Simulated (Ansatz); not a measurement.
Conformers of C2H6Cl2SSi2, SMILES `C=C[SiH2]S[SiH](Cl)Cl`, each relaxed with PBE0-D4/def2-TZVP in Ansatz. CBS adds the triple-zeta coupled-cluster correction to the MP2 limit.

Not all of them had a frequency check.

Conformer A:

Cartesian coordinates in Å:
```
C 0.851 -1.830 -1.052
C 1.341 -0.604 -1.193
Si 0.392 0.953 -0.860
S -1.666 0.506 -0.390
Si -1.596 0.598 1.711
Cl -0.110 -0.573 2.486
Cl -1.302 2.499 2.400
H 1.447 -2.714 -1.259
H -0.170 -2.000 -0.722
H 2.373 -0.491 -1.527
H 0.347 1.810 -2.071
H 0.986 1.728 0.257
H -2.892 0.119 2.221
```

Conformer B:

Cartesian coordinates in Å:
```
C -0.113 -0.543 -2.051
C 0.855 -0.332 -1.163
Si 0.927 1.219 -0.160
S 0.824 0.836 1.964
Si -0.877 -0.396 2.108
Cl -2.420 0.273 0.942
Cl -0.492 -2.332 1.579
H -0.905 0.182 -2.216
H -0.162 -1.450 -2.647
H 1.616 -1.096 -1.020
H 2.236 1.909 -0.277
H -0.173 2.123 -0.572
H -1.317 -0.394 3.514
```

Which is lowest in electronic energy at CCSD(T)/CBS (frozen core, def2 sets), and by how much? (Best estimate.)

Ansatz gave: B; A lies 1.5 kJ/mol higher. Gaps under about 2 kJ/mol don't settle the order.

Give the energies relative to B (kJ/mol) with r2SCAN-D4/def2-TZVPP, PBE0-D4/def2-TZVPP, B3LYP-D4/def2-TZVPP, ωB97M-V/def2-TZVPP, B2PLYP/def2-TZVPP, PBE0/def2-TZVPP, CCSD(T)/def2-TZVPP. (Estimate.)

The calculation gave: 
| level | A |
| --- | --- |
| r2SCAN-D4/def2-TZVPP | 2.1 |
| PBE0-D4/def2-TZVPP | 1.9 |
| B3LYP-D4/def2-TZVPP | 2.9 |
| ωB97M-V/def2-TZVPP | 1.7 |
| B2PLYP/def2-TZVPP | 1.9 |
| PBE0/def2-TZVPP | 0.8 |
| CCSD(T)/def2-TZVPP | 2.3 |

B3LYP here is the variant with VWN-RPA as its local correlation; programs differ in this.
